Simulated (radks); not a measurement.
The numbers below are computed, except where a source is named.
Problem. The silicon ion Si4+, [Ne]. Code: a radial shooting solver on a logarithmic mesh with Libxc functionals. Model: non-relativistic Kohn-Sham, exchange-only LDA, spin-polarised, spherical densities, point nucleus. Every spin shell is full or empty, so the densities are truly spherical. Functionals are evaluated on that one density, not self-consistently. Rank these orbital-free kinetic functionals by their error against the exact value of the orbitals, and give that value: Thomas-Fermi, von Weizsacker, TF + vW, TF + vW/9, TF + vW/5, LC94, APBEK, Perdew 92, Thakkar, Pearson, LKT, PG1, DePristo-Kress, Ernzerhof.

Solution. Exact: 283.532 hartree. From best to worst, with 100 (|E| - |E exact|)/|E exact| (equal figures are ties): Thakkar +0.07, DePristo-Kress +0.20, LC94 +0.23, APBEK +0.35, Perdew 92 -0.38, TF + vW/9 -0.39, Ernzerhof +0.43, Pearson -1.68, TF + vW/5 +5.30, Thomas-Fermi -7.52, PG1 +26.99, LKT +33.02, von Weizsacker -35.88, TF + vW +56.60.
